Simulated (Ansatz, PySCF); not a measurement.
This Ansatz (an electronic-structure program) input computes a CCSD(T)/cc-pVDZ energy:

Ansatz 0.2 input:
```yaml
crystal:
  periodic: [false, false, false]
  atoms:
    - {symbol: O, position_ang: [-1.07650537, 0.50257795, 0.25892000]}
    - {symbol: C, position_ang: [-0.19323130, -0.40550823, -0.11439835]}
    - {symbol: O, position_ang: [1.15931922, -0.02806309, -0.16211877]}
    - {symbol: H, position_ang: [-0.45136067, -0.82467520, -1.10735339]}
    - {symbol: H, position_ang: [-0.32380733, -1.26598751, 0.59018815]}
    - {symbol: H, position_ang: [1.27204489, 0.72759333, 0.42914546]}
basis:
  gaussian:
    orbitals: cc-pVDZ
magnetization: {spin_polarized: true, initial_magnetization: 1}
correlation: {method: ccsd_t, electrons: outside_noble_gas}
```

### Question
Write an input for the same energy in PySCF and say what it gives.

### Answer

```python
from pyscf import gto, scf, mp, cc as ccmod

mol = gto.M(
    atom='''
    O    -1.07650537    0.50257795    0.25892000
    C    -0.19323130   -0.40550823   -0.11439835
    O     1.15931922   -0.02806309   -0.16211877
    H    -0.45136067   -0.82467520   -1.10735339
    H    -0.32380733   -1.26598751    0.59018815
    H     1.27204489    0.72759333    0.42914546
    ''',
    basis='cc-pvdz',
    charge=0,
    spin=1,
    verbose=4,
)

mf = scf.UHF(mol)
mf.conv_tol = 1e-10
mf.max_cycle = 100
mf.kernel()
mo, _, stable, _ = mf.stability(return_status=True)
if not stable:
    mf.kernel(mf.make_rdm1(mo, mf.mo_occ))
mp2 = mp.MP2(mf, frozen=3).run()
cc = ccmod.CCSD(mf, frozen=3)
cc.max_cycle = 100
cc.kernel()
et = cc.ccsd_t()
print(f'E(CCSD(T)) = {cc.e_tot + et:.9f}')
```
It gives -189.81144 Eh, and Ansatz -189.81144 Eh, a difference of 0.00 mEh.

It need not be the lowest isomer of its formula.
